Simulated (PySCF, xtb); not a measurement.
AsH2, SMILES [AsH2], multiplicity 2.

Harmonic wavenumbers (cm⁻¹) from GFN2-xTB in xtb 6.7.1 at its own minimum, in rising order: 1029, 1923, 1927.

Question: What does PySCF with PBE-D3(BJ)/def2-TZVPD give at its own minimum? (The exact figures need the calculation; the answer reports its results.)

Answer: 964, 2110, 2123. Paired by order, the mean absolute difference is 150 cm⁻¹ and the zero-point energies are 7.0 and 7.4 kcal/mol.
